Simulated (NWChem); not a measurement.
Species: CH₄Cl₂InN; SMILES C[NH][In]([Cl])[Cl]

```xyz
9

In    -0.0629     0.1013    -0.0053
Cl    -0.4315     2.4052    -0.0004
Cl     2.1454    -0.6629     0.0088
N     -1.5542    -1.2242     0.0704
C     -1.4242    -2.6576    -0.0338
H     -2.5033    -0.8760    -0.0049
H     -1.7965    -3.0608    -0.9944
H     -1.9647    -3.1793     0.7774
H     -0.3672    -2.9538     0.0490
```
Atoms are numbered in this order, from 1.

Results from NWChem. The geometry was optimised at PBE0/def2-SVP. Not confirmed as a minimum by frequencies. def2 effective core potentials on In; no spin-orbit coupling. Total energies compare along this basis series because the functional is fixed.

```
level           basis functions  energy (Ha)  highest occupied level (eV)  orbital gap (eV)  dipole (D)
--------------  ---------------  -----------  ---------------------------  ----------------  ----------
PBE0/def2-SVP               110   -1205.1191                        -6.98              5.00        3.09
PBE0/def2-SVPD              158   -1205.1429                        -7.23              4.89        3.14
PBE0/def2-TZVP              210   -1205.5536                        -7.14              4.97        3.11
```
